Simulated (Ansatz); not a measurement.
Consider the formal hydrolysis of a Zr–F bond: `[F][Zr]([F])([F])[SeH]` + H₂O → `[OH][Zr]([F])([F])[SeH]` + H–F.

Calculated with Ansatz (gas phase, PBE0-D4/def2-TZVP geometries, no zero-point term in ΔE). CCSD(T)/CBS is the MP2 limit (def2-TZVPP, def2-QZVPP) plus CCSD(T) − MP2 in def2-TZVPP, frozen cores. This one scheme is used for every species. Functionals use def2-TZVPP. def2 core potentials past Kr. For Se, Zr outer-core shells are correlated without core-valence functions, which leaves a few kJ/mol of doubt a bond. Scalar relativity is left out up to krypton. Each species was taken in one conformer, which may not be the lowest.

`[F][Zr]([F])([F])[SeH]`:

Z-matrix (Å, degrees):
```
Zr
F 1 1.887
F 1 1.891 2 111.5
F 1 1.891 2 111.5 3 120.0
Se 1 2.579 2 106.8 3 -120.0
H 5 1.474 1 87.8 2 179.8
```

H₂O:

Cartesian coordinates in Å:
```
O 0.358 0.104 -0.112
H 0.076 -0.163 0.765
H -0.434 0.059 -0.653
```

`[OH][Zr]([F])([F])[SeH]`:

Cartesian coordinates in Å:
```
O 0.875 -0.975 -1.316
Zr -0.320 -0.221 -0.057
F -1.881 0.474 -0.888
F -0.886 -1.495 1.235
Se 1.009 1.683 1.089
H 1.382 -1.438 -1.977
H -0.178 1.972 1.913
```

H–F:

```xyz
2

F     0.067   -0.157   -0.427
H    -0.067    0.157    0.427
```

```json
{"level": "r2SCAN-D4", "ΔE (kcal/mol)": "10.8"}
{"level": "HF/def2-TZVPP", "ΔE (kcal/mol)": "9.5"}
{"level": "MP2/def2-TZVPP", "ΔE (kcal/mol)": "7.6"}
{"level": "MP2/def2-QZVPP", "ΔE (kcal/mol)": "7.8"}
```

Question: What does CCSD(T)/CBS give? (Estimate.)

Answer: Ansatz gave: +8.5 kcal/mol. The listed levels differ from it by 2.3, 1.0, -0.9, -0.7 kcal/mol.

Largest T1 diagnostic among the species: 0.016.

From PBE to PBE0 (25 % exact exchange), in def2-TZVPP and without D4, ΔE moves by −1.0 kcal/mol. The D4 term adds −0.7 kcal/mol with B3LYP and −0.4 kcal/mol with PBE0; it sums over pairs of atoms, weighted by their polarisabilities, and B3LYP, whose exchange is more repulsive, gets the larger term. In def2-TZVPP, CCSD(T) changes the Hartree–Fock value by −1.1 kcal/mol (the triples alone add +0.0 kcal/mol) and MP2 by −1.9 kcal/mol.

B3LYP here is the variant with VWN-RPA as its local correlation; programs differ in this.
